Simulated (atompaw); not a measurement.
## europium (Eu): one change to a PAW (atompaw) potential, before and after

```json
{"Element": "europium (Eu)", "Generator": "atompaw 4.2.0.5", "Type": "PAW", "Functional": "PBE", "Relativity": "scalar-relativistic", "Frozen core": "[Kr] 4d10", "Valence charge": "17", "Reference configuration": "4f7 5s2 5p6 5d0 6s1.75 6p0.25", "Partial waves": "5s (bound): rc 1.90 bohr; 6s (bound): rc 3.00 bohr; 5p (bound): rc 1.95 bohr; 6p (bound): rc 3.00 bohr; 5d (bound, empty): rc 2.35 bohr; 5d channel at 4.25 Ry: rc 3.00 bohr; 4f (bound): rc 1.15 bohr; 4f channel at 0.1 Ry: rc 1.15 bohr", "Local potential": "troulliermartins scheme with l = 4 at 0 Ry, radius 2.90 bohr", "Core correction": "smooth core density matched at 2.30 bohr", "Augmentation charge": "sinc compensation charge, radius 2.85 bohr; PAW radius 3.00 bohr; waves and projectors: custom polynom vanderbiltortho"}
```

Change: all radii scaled by about 0.95 (s 1.80, p 1.84, d 2.22, f 1.10 bohr); local potential troulliermartins scheme with l = 4 at 0 Ry, radius 2.76 bohr; augmentation sinc compensation charge, radius 2.70 bohr; PAW radius 2.84 bohr; waves and projectors: custom polynom vanderbiltortho; core correction smooth core density matched at 2.18 bohr.

Cutoffs: the cutoffs (Ry, on a coarse ladder) from which the occupation-weighted sum of valence levels, in a spherical-Bessel basis at the reference potential, stays within 10 and 1 mRy of its value at 400 Ry; they do not see the model core or the augmentation charge, which bear on the density cutoff.

Q: What does the change do?

A: The potential gets neither clearly harder nor softer (160 Ry and 230 Ry → 160 Ry and 260 Ry); the f channel sets the loose cutoff, while the largest relative change is in s, which becomes softer; neither file shows a bound ghost.

```tsv
quantity	base	changed
cutoff, loose	160 Ry	160 Ry
cutoff, tight	230 Ry	260 Ry
loose cutoff by channel (10 mRy a level)	s 10 Ry, p 15 Ry, f 90 Ry	s 8 Ry, p 15 Ry, f 100 Ry
bound ghosts	none	none
lowest overlap eigenvalue by channel	s 0.51, p 0.60, d 0.70, f 0.98	s 0.59, p 0.54, d 0.75, f 0.98
```

 The cutoffs see the waves, projectors and local potential, not the compensation charge or the core.
